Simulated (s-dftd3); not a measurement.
Sb, quartet; D3(bjm) for blyp (s-dftd3 1.4.0).

Here is a job for s-dftd3.
```
$ s-dftd3 mol.xyz --bjm blyp --json dftd3.json --noedisp --grad

# file mol.xyz
1

Sb     0.00000000     0.00000000     0.00000000
```

The log (banner, timings and long lists left out):

```
-----------------------------------
 s i m p l e   D F T - D 3  v1.4.0
-----------------------------------

Rational (Becke-Johnson) damping: blyp-D3(BJ)
---------------------
  s6         1.0000
  s8         1.8750
  s9         0.0000
  a1         0.4485
  a2         3.6107
 alp        14.0000
--------------------

Dispersion energy:       0.0000000000000E+00 Eh

Gradient norm:           0.0000000000000E+00 Eh/a0
--------------------------------------------------
     #    Z           dE/dx      dE/dy      dE/dz
--------------------------------------------------
     1   51 Sb    0.000E+00  0.000E+00  0.000E+00
--------------------------------------------------

Virial:
--------------------------------------------------
      component           x          y          z
--------------------------------------------------
          x       0.000E+00  0.000E+00  0.000E+00
          y       0.000E+00  0.000E+00  0.000E+00
          z       0.000E+00  0.000E+00  0.000E+00
--------------------------------------------------

[Info] JSON dump of results written to 'dftd3.json'
```
